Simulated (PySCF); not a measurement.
C12H9B, SMILES C1=CC2=CC=CC3=CC=CC(=C1)B23.

Geometry: B3LYP-D3(BJ)/def2-SVP.

Method: PBE/def2-SVP in PySCF.

Symmetry labels are those of the subgroup C2v that the program uses (full group D3h).

Computed valence orbital energies around the gap with their symmetry:
```csv
orbital,symmetry,energy (eV)
HOMO−7,A1,-8.82
HOMO−6,B2,-8.18
HOMO−5,A2,-8.18
HOMO−4,B1,-6.56
HOMO−3,A1,-6.56
HOMO−2,A2,-6.26
HOMO−1,B2,-6.26
HOMO,B2,-4.88
LUMO,A2,-3.97
LUMO+1,A2,-0.98
LUMO+2,B2,-0.98
LUMO+3,B2,-0.27
```
